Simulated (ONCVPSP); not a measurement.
## Ranking ONCV potentials for osmium (Os)

All share these settings but for the change named:

ONCVPSP 4.0.1 input, shortened (lines: element, Z, core and valence counts, functional; n l f; lmax; l rc ep ncon nbas qcut; lloc lpopt rc5 dvloc0; l nproj debl; icmod fcfact rcfact), LDA (Perdew-Zunger), fully relativistic:

```
  Os 76.00   10    3        3      upf
    1    0    2.00
    2    0    2.00
    2    1    6.00
    3    0    2.00
    3    1    6.00
    3    2   10.00
    4    0    2.00
    4    1    6.00
    4    2   10.00
    4    3   14.00
    5    0    2.00
    5    1    6.00
    5    2    5.00
    2
    0    1.15    0.00    4    8    6.90
    1    1.45    0.00    5    9    7.60
    2    2.40    0.00    3    8    7.30
    4    5    1.10    6.00
    0    3    1.00
    1    2    3.40
    2    1    1.60
    0    0.00    0.00
```

Open shells are filled in proportion to 2j + 1.

In the s channel the program set the typed energies aside and used -4.496, 0.250, 1.250 Ha.

Test errors are all-electron minus pseudo excitation energies from the reference, over 5s2 5p6 5d6 6s2; 5s2 5p6 5d6 6s1; 5s2 5p6 5d6; 5s2 5p6 5d6 6p1. None of these files shows a bound ghost.

The base gives 4.7 meV.

Of 10 variants that were run, those that failed, showed a ghost or another fault, or gave nearly equal values are left out.

A variant can come out equal or close to the base, since the largest error may sit in a test that the change hardly touches while other tests move.

Task: Rank these variants by their largest absolute test error, smallest first.
A. s: qcut 6.8; p: qcut 7.5; d: qcut 7.2
B. s: qcut 5.7; p: qcut 6.3; d: qcut 6.1
C. s: qcut 6.2; p: qcut 6.8; d: qcut 6.5

Result: A (5.0 meV), C (8.7 meV), B (11.9 meV).
